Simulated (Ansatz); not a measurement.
Basis sets compared for (BeTe)4 cube (Be₄Te₄). Charge 0, multiplicity 1. Geometry PBE-D4/def2-SVP. Ansatz on 4 threads of Arm Neoverse V2 on a shared host; times are rough, and most runs start from earlier orbitals.

```xyz
8

Be   -0.143   -1.498    0.188
Te   -2.356   -0.623   -0.182
Be   -0.522    0.390   -1.370
Te    1.285   -1.163   -1.723
Be    1.462    0.387    0.113
Te    0.841   -0.628    2.207
Be   -0.798    0.722    1.069
Te    0.230    2.414   -0.303
```

In the def2 sets Te takes a core potential; there is no spin–orbit coupling. B3LYP takes the VWN-RPA correlation.

Binding counts from free atoms (Be singlet, Te triplet) in the same basis, without a counterpoise term.

```json
{"level": "PBE-D4/def2-SVP", "functions": "140", "energy (Eh)": "-1131.2034", "HOMO (eV)": "-5.81", "LUMO (eV)": "-3.96", "binding per atom (eV)": "3.07", "wall time": "2.7 s"}
{"level": "PBE-D4/def2-TZVP", "functions": "276", "energy (Eh)": "-1131.3026", "HOMO (eV)": "-5.82", "LUMO (eV)": "-3.96", "binding per atom (eV)": "3.05", "wall time": "6 s"}
{"level": "B3LYP-D4/def2-TZVP", "functions": "276", "energy (Eh)": "-1131.8089", "HOMO (eV)": "-6.51", "LUMO (eV)": "-3.35", "binding per atom (eV)": "2.81", "wall time": "9.5 s"}
{"level": "PBE0-D4/def2-SVP", "functions": "140", "energy (Eh)": "-1131.3032", "HOMO (eV)": "-6.78", "LUMO (eV)": "-3.37", "binding per atom (eV)": "3.01", "wall time": "4.1 s"}
{"level": "PBE0-D4/def2-TZVP (with forces)", "functions": "276", "energy (Eh)": "-1131.4020", "HOMO (eV)": "-6.75", "LUMO (eV)": "-3.32", "binding per atom (eV)": "3.00", "wall time": "14 s"}
```

Task: Estimate the rows for PBE-D4/def2-TZVPD, B3LYP-D4/def2-TZVPD, PBE0-D4/def2-TZVPD.

Result: 
```tsv
level	functions	energy (Eh)	HOMO (eV)	LUMO (eV)	binding per atom (eV)	wall time
PBE-D4/def2-TZVPD	324	-1131.3033	-5.82	-3.96	3.05	8 s
B3LYP-D4/def2-TZVPD	324	-1131.8096	-6.51	-3.35	2.81	16 s
PBE0-D4/def2-TZVPD	324	-1131.4027	-6.75	-3.32	3.00	15 s
```
